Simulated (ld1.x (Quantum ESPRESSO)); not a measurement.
**An all-electron radial function and its pseudo partner (carbon (C))**

Columns: radius, all-electron u(r) and pseudo u(r) of the 2s shell (level -19.26 eV) of carbon in the configuration [He] 2s2 2p1.5; PBEsol, scalar-relativistic, RRKJ scheme, ld1.x (Quantum ESPRESSO) 7.5.

| r (bohr) | all-electron | pseudo |
| --- | --- | --- |
| 0.123 | 0.3583 | -0.0277 |
| 0.245 | 0.2583 | -0.0864 |
| 0.368 | 0.0190 | -0.1919 |
| 0.490 | -0.2295 | -0.3341 |
| 0.613 | -0.4439 | -0.4902 |
| 0.735 | -0.6078 | -0.6294 |
| 0.858 | -0.7234 | -0.7349 |
| 0.980 | -0.7943 | -0.7999 |
| 1.103 | -0.8295 | -0.8310 |
| 1.225 | -0.8364 | -0.8364 |
| 1.348 | -0.8221 | -0.8221 |
| 1.470 | -0.7929 | -0.7929 |
| 1.593 | -0.7532 | -0.7532 |
| 1.715 | -0.7073 | -0.7073 |
| 1.838 | -0.6576 | -0.6576 |
| 1.960 | -0.6068 | -0.6068 |
| 2.083 | -0.5559 | -0.5559 |
| 2.205 | -0.5068 | -0.5068 |
| 2.328 | -0.4594 | -0.4594 |
| 2.450 | -0.4151 | -0.4151 |
| 2.573 | -0.3734 | -0.3734 |
| 2.695 | -0.3352 | -0.3352 |
| 2.818 | -0.2999 | -0.2999 |
| 2.940 | -0.2679 | -0.2679 |
| 3.063 | -0.2386 | -0.2386 |
| 3.185 | -0.2123 | -0.2123 |

Task: How many radial nodes do the two functions have?

Result: The all-electron 2s function has n − l − 1 = 1; the pseudo-wave has 0, since the states of the same l below it are removed with the core.

Task: At about which radius was the pseudo-wave matched?

Result: 1.25 bohr, where the columns begin to agree (steps of 0.12 bohr).

Task: Is the pseudo-wave norm-conserving?

Result: Yes: the RRKJ scheme keeps the norm inside the radius equal to the all-electron one, which fixes the energy derivative of the logarithmic derivative at the level.
